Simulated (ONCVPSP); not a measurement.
platinum: one change to an ONCV potential, before and after

- Element: platinum (Pt)
- Generator: ONCVPSP 4.0.1
- Type: optimised norm-conserving Vanderbilt (ONCV)
- Functional: PBE
- Relativity: scalar-relativistic
- Frozen core: [Xe]
- Valence charge: 24
- Reference configuration: 4f14 5d9 6s0.5 6p0.5
- Partial waves: 6s: rc 2.55 bohr, ncon 4, nbas 9, qcut 2.2 1/bohr, 2 projectors, debl 3.2 Ha; 6p: rc 2.60 bohr, ncon 4, nbas 8, qcut 3.1 1/bohr, 1 projector; 5d: rc 2.30 bohr, ncon 4, nbas 9, qcut 6.7 1/bohr, 2 projectors, debl 3.1 Ha; 4f: rc 1.00 bohr, ncon 3, nbas 8, qcut 15.8 1/bohr, 2 projectors, debl 1.5 Ha
- Local potential: polynomial inside 0.95 bohr (lpopt 5, dvloc0 0 Ha)
- Core correction: none

In the f channel the program set the typed energies aside and used -2.615, 0.250 Ha.

All-electron outer shells of the reference configuration (PBE, scalar-relativistic, ld1.x):

```json
{"shell": "5s", "level (eV)": "-102.91", "outermost node (bohr)": "0.49", "outermost maximum (bohr)": "0.87"}
{"shell": "4f", "level (eV)": "-71.15", "outermost node (bohr)": "–", "outermost maximum (bohr)": "0.38"}
{"shell": "5p", "level (eV)": "-57.12", "outermost node (bohr)": "0.53", "outermost maximum (bohr)": "0.98"}
{"shell": "5d", "level (eV)": "-7.20", "outermost node (bohr)": "0.57", "outermost maximum (bohr)": "1.26"}
{"shell": "6s", "level (eV)": "-6.46", "outermost node (bohr)": "1.14", "outermost maximum (bohr)": "2.35"}
{"shell": "6p", "level (eV)": "-1.40", "outermost node (bohr)": "1.36", "outermost maximum (bohr)": "3.55"}
```

Change: f: nproj 0; local potential the f channel.

Cutoffs: the cutoffs (Ha) at which the residual kinetic energy of the hardest occupied pseudo-wave falls to 1 and 0.1 mHa per electron; they do not see the model core or the augmentation charge, which bear on the density cutoff. Errors are all-electron minus pseudo energies relative to the spin-unpolarised reference configuration.

Q: How do hardness, ghosts and transferability respond?

A: The potential gets neither clearly harder nor softer (116 Ha and 180 Ha → 116 Ha and 180 Ha); both files keep a bound ghost (p, s); the errors of the 3 common tests hardly move; the range in which the f phases agree narrows (upper end at the end of the scan → -1.7).

```tsv
quantity	base	changed
cutoff, loose	116 Ha	116 Ha
cutoff, tight	180 Ha	180 Ha
bound ghosts	s, p	s, p
GHOST(+) flags under 300 eV	s at 69.4 eV, d at 219.7 eV	none
tests with a reliable result	3 of 4	3 of 4
error for 4f14 5d9 6s1 6p0, meV [ΔE -2.46 eV]	+1.7	+1.7
error for 4f14 5d9 6s0 6p0, meV [ΔE 6.73 eV]	+2.9	+2.9
error for 4f14 5d8 6s2 6p0, meV [ΔE -1.46 eV]	+30	+30
s: phases at 2.59 bohr within 0.05 rad from the reference energy up to (Ha; the scan ends near 5)	2.0	n/a
p: phases at 2.64 bohr within 0.05 rad from the reference energy up to (Ha; the scan ends near 5)	0.5	1.2
d: phases at 2.34 bohr within 0.05 rad from the reference energy up to (Ha; the scan ends near 5)	to the end of the scan	to the end of the scan
f: phases at 1.01 bohr within 0.05 rad from the reference energy up to (Ha; the scan ends near 5)	to the end of the scan	-1.7
```

 A true bound ghost makes a file unfit for plane-wave use even where its test errors are small: the radial tests pick states by their node count and pass the ghost by.
